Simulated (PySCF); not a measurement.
Two species compared at the same levels of theory.

First species: C5H6F5P.
Z-matrix (Å and degrees, GFN2-xTB geometry), rows numbered from 1:
```
C 
C   1  1.3236
P   2  1.8195  1  124.84
C   3  1.8407  2  101.63  1    28.97
C   3  1.9056  2   96.13  1   125.13
F   5  1.3564  3  113.56  2   -42.40
F   5  1.3568  3  108.37  2  -159.86
C   5  1.5326  3  111.53  2    81.58
F   8  1.3360  5  111.18  3   -72.62
F   8  1.3371  5  109.68  3    45.55
F   8  1.3301  5  113.56  3   166.08
H   1  1.0769  2  122.82  3    -4.23
H   1  1.0776  2  121.11  3   175.84
H   2  1.0831  1  120.32  3  -173.03
H   4  1.0892  3  108.51  2   163.42
H   4  1.0896  3  111.28  2    41.99
H   4  1.0883  3  108.13  2   -79.22
```

Second species: C₇H₁₁N.
Structure used (GFN2-xTB), in Å, numbered top down from 1:
```xyz
19
C7H11N angstrom
C     -1.1607    1.3602   -0.9559
C     -1.1479    0.1845   -0.3481
C     -2.3688   -0.4260    0.2679
C      0.1236   -0.6137   -0.1990
C      1.0830   -0.4273   -1.3489
N      2.2483   -0.0565   -1.0618
C      2.3829    0.1092    0.3636
C      0.9930   -0.1571    0.9941
H     -0.2701    1.7851   -1.3874
H     -2.0617    1.9432   -1.0454
H     -2.6098   -1.3668   -0.2274
H     -3.2243    0.2393    0.1845
H     -2.1904   -0.6410    1.3214
H     -0.1283   -1.6769   -0.1193
H      0.7912   -0.6090   -2.3710
H      2.7523    1.1178    0.5611
H      3.1419   -0.5947    0.7148
H      0.5881    0.7554    1.4308
H      1.0479   -0.9164    1.7716
```

Levels: PBE0/pcSseg-1 for HOMO energy, LUMO energy and HOMO–LUMO gap. Geometries: GFN2-xTB. Each structure is a single optimised conformer of the isolated species, non-relativistic unless stated; the electronic structure was computed with PySCF and density fitting.

Dipoles, sizes and rotational constants follow the conformer. The torsions of the flexible species, by atom-mapped SMILES:
- `[CH2:1]=[CH:2][P:3]([CH3:4])[C:5]([F:6])([F:7])[C:8]([F:9])([F:10])[F:11]`: C1–C2–P3–C4 29°, C2–P3–C5–F6 -42°, P3–C5–C8–F9 -73°

The conformers of `C=C(C)[C@H]1C=NCC1` aren't listed.

Values for the first species:

| Item | Value |
| --- | --- |
| HOMO energy | -7.30 eV |
| LUMO energy | -0.60 eV |
| HOMO–LUMO gap | 6.70 eV |

Task: Estimate the same properties for the second species, and the change in each.

Result: 
| property | first | second | second less first |
| --- | --- | --- | --- |
| HOMO energy | -7.30 eV | -7.13 eV | +0.17 eV |
| LUMO energy | -0.60 eV | 0.21 eV | +0.81 eV |
| HOMO–LUMO gap | 6.70 eV | 7.34 eV | +0.64 eV |

